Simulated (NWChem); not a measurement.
System: C$_{2}$H$_{7}$S cation; SMILES CC[SH2+]

The following NWChem deck was run.

```
start job
memory heap 200 mb stack 900 mb global 1100 mb
charge 1
geometry units angstroms noautosym nocenter noautoz
  C      0.365031    -1.684992     0.000000
  C     -0.663916    -0.575565     0.000000
  S      0.028580     1.152226     0.000000
  H      1.004954    -1.668500    -0.904559
  H      1.004954    -1.668500     0.904559
  H     -0.182124    -2.650339     0.000000
  H     -1.320904    -0.563081    -0.894983
  H     -1.320904    -0.563081     0.894983
  H      0.964030     1.021178     0.997347
  H      0.964030     1.021178    -0.997347
end
basis spherical
  * library def2-svp
end
dft
  xc pbe0
  iterations 150
end
cosmo
  do_cosmo_smd true
  solvent toluene
end
task dft energy
```

All runs use the structure optimised with PBE-D3(BJ)/def2-SVP. Solvent: toluene.

Level: PBE0/def2-SVP with SMD (1 M gas to 1 M solution), gas-phase geometry. Reactions with the solvent are ignored.

Problem. What results follow from this input? (PBE0/def2-SVP, SMD on the gas-phase geometry.) Quantities: solvation free energy (kcal/mol); cavity-dispersion-structure term (kcal/mol).

Solution. 
```yaml
solvation free energy (kcal/mol): -38.0
cavity-dispersion-structure term (kcal/mol): -1.7
```
